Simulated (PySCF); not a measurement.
**Electron correlation in Si⁺ (silicon, charge +1)**

[Ne] 3s1 3p1 3d1, one real determinant (an excited configuration). All numbers are calculated (PySCF 2.14, scalar relativity by spin-free X2C-1e, in aug-cc-pCVQZ-DK). Frozen: 1s2; 11 electrons correlated.

MP2 pair energies summed by pair of shells (mhartree):

```
 pair   energy  share (%)
2p-2p  -204.70       63.6
2s-2p   -69.61       21.6
2p-3s   -11.12        3.5
2s-2s   -10.70        3.3
2p-3p    -7.85        2.4
3p-3d    -5.52        1.7
3s-3d    -4.24        1.3
3s-3p    -2.88        0.9
2p-3d    -2.14        0.7
2s-3s    -1.47        0.5
2s-3p    -1.26        0.4
2s-3d    -0.24        0.1
```

Total MP2 correlation energy: -321.73 mhartree.

Same-spin part -92.32 and opposite-spin part -229.40 mhartree; SCS-MP2 scales them by 1/3 and 6/5 to -306.06 mhartree.

The reference is one real determinant that mixes LS terms of this configuration.
